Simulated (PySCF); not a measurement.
YF₃: calculation against measurement

Isolated YF₃, optimised in PySCF with density fitting and no spin–orbit coupling; def2 sets carry scalar-relativistic core potentials from Rb on. All levels below give a singlet of D3h symmetry: PBE0/def2-TZVP Y–F 1.997 Å (×3); B3LYP/def2-TZVP Y–F 2.010 Å (×3).

Formally Y is in oxidation state +3, d0. The polar-tensor charge on Y, 2.53, is below the formal one.

Measured fundamentals (Jacox, Vibrational and Electronic Energy Levels of Polyatomic Transient Molecules, as compiled in the NIST Chemistry WebBook) beside computed harmonic wavenumbers, in cm⁻¹:

```json
{"mode as compiled": "e' asym. stretch", "computed symmetry": "e'", "measured": "561", "medium": "argon matrix", "PBE0/def2-TZVP": "594", "B3LYP/def2-TZVP": "585"}
```

Q: How close does each level come?

A: Mean absolute differences: PBE0/def2-TZVP 5.9 %, B3LYP/def2-TZVP 4.2 %. The mean ratio of measured to computed values at B3LYP/def2-TZVP is 0.959. Harmonic values should lie a little above fundamentals; matrices shift bands further, usually down by up to a few per cent.
